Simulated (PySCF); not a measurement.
**Choosing a basis for TDDFT**

Species: C₂H₇FSi₂.
SMILES: `F[C@@H]1C[Si@H]1[SiH3]`

TDDFT with PBE0 (PySCF), vertical singlets, core orbitals frozen in the response, spherical d and f functions. Geometry: PBE0-D3(BJ)/def2-SVP; no solvent, vibrations or thermal averaging.

**Question.** Compare 6-31G*, 6-31+G*, def2-SVP, def2-SVPD, aug-cc-pVDZ, def2-TZVP and def2-TZVPD for this molecule.

**Answer.** 

| basis | functions | diffuse | S1 (eV) | S2 (eV) | S3 (eV) | S4 (eV) | S5 (eV) | LUMO (eV) | α (au) |
| --- | --- | --- | --- | --- | --- | --- | --- | --- | --- |
| 6-31G* | 92 | no | 5.70 | 5.85 | 6.23 | 6.54 | 7.00 | -0.12 | 71.7 |
| 6-31+G* | 112 | yes | 5.61 | 5.71 | 6.01 | 6.07 | 6.19 | -0.45 | 79.1 |
| def2-SVP | 113 | no | 5.66 | 5.88 | 6.41 | 6.60 | 6.90 | -0.26 | 75.5 |
| def2-SVPD | 167 | yes | 5.60 | 5.74 | 6.16 | 6.31 | 6.36 | -0.46 | 84.8 |
| aug-cc-pVDZ | 186 | yes | 5.54 | 5.65 | 5.86 | 5.97 | 6.07 | -0.50 | 86.6 |
| def2-TZVP | 209 | no | 5.48 | 5.61 | 6.13 | 6.30 | 6.42 | -0.51 | 82.3 |
| def2-TZVPD | 263 | yes | 5.43 | 5.54 | 5.99 | 6.07 | 6.14 | -0.60 | 86.3 |

States are compared by their number. Against the largest diffuse basis here (def2-TZVPD, itself not a converged limit), sets without diffuse functions differ by up to 0.28 eV in S1 and 0.85 eV in S5; the smaller diffuse sets differ by up to 0.18 and 0.22 eV. State by state, the largest deviation of a set without diffuse functions is S1 0.28, S2 0.33, S3 0.42, S4 0.52, S5 0.85 eV. The same number needn't mean the same state in each row. Against def2-TZVPD the polarisability deviates by -17% in 6-31G*, -8% in 6-31+G*, -13% in def2-SVP, -2% in def2-SVPD, 0% in aug-cc-pVDZ, -5% in def2-TZVP. A single + in a Pople set puts diffuse functions on heavy atoms only.
